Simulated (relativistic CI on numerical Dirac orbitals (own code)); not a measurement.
## How well does a small relativistic CI reproduce Rb?

Computed by Dirac-Coulomb-Breit CI, KLI orbitals optimised for each configuration, model QED (radiative potential, 1s self-energy scaled to tabulated hydrogen-like ionisation energies), valence Slater integrals scaled by 0.85, P86 correlation estimate, and configurations built on the next ion tied to the tabulated ionisation energy (semi-empirical) (own radial code, finite nucleus).

Configuration list (outside the closed core [Kr]): 5s, 5p, 4d, 6s, 6p, 5d, 4f, 5f, 7s, 7p, 6d, 5g, 7d, 6f. Levels of other configurations are missing.

| Configuration | Term (tabulated) | J | Measured (cm⁻¹) | Computed | Error | Purity (%) |
| --- | --- | --- | --- | --- | --- | --- |
| 5s | 2S | 1/2 | 0.0 | 0 | 0 | 100 |
| 5p | 2P° | 1/2 | 12579.0 | 11752 | -827 | 100 |
| 5p | 2P° | 3/2 | 12816.5 | 11924 | -893 | 100 |
| 4d | 2D | 5/2 | 19355.2 | 18972 | -384 | 100 |
| 4d | 2D | 3/2 | 19355.6 | 19001 | -355 | 100 |
| 6s | 2S | 1/2 | 20132.5 | 19696 | -436 | 100 |
| 6p | 2P° | 1/2 | 23715.1 | 23300 | -415 | 100 |
| 6p | 2P° | 3/2 | 23792.6 | 23356 | -437 | 100 |

Measured levels from NIST Handbook of Basic Atomic Spectroscopic Data (Sansonetti and Martin, J. Phys. Chem. Ref. Data 34, 1559 (2005)); pairs were made by configuration, J and term (by order where the table uses no LS term), so strongly mixed levels may be paired wrongly.

Mean error by configuration (cm⁻¹): 5p -860; 4d -369; 6s -436; 6p -426. Over the excited levels the mean absolute error is 535 cm⁻¹ (7 of the 7 excited levels that our extract of the source holds in range could be paired), and the median relative error of those above 1,000 cm⁻¹ is 2 %.

Transition probabilities of persistent lines. The last column rescales the computed rate by the cube of measured over computed energy:

```tsv
λ measured (Å)	Lower	Upper	A tabulated (s⁻¹)	A computed	A rescaled
4201.80 air	5s 2S_1/2	6p 2P°_3/2	1.80e+06	3.73e+06	3.94e+06
4215.53 air	5s 2S_1/2	6p 2P°_1/2	1.50e+06	3.10e+06	3.27e+06
7800.27 air	5s 2S_1/2	5p 2P°_3/2	3.70e+07	3.88e+07	4.82e+07
7947.60 air	5s 2S_1/2	5p 2P°_1/2	3.40e+07	3.73e+07	4.57e+07
```
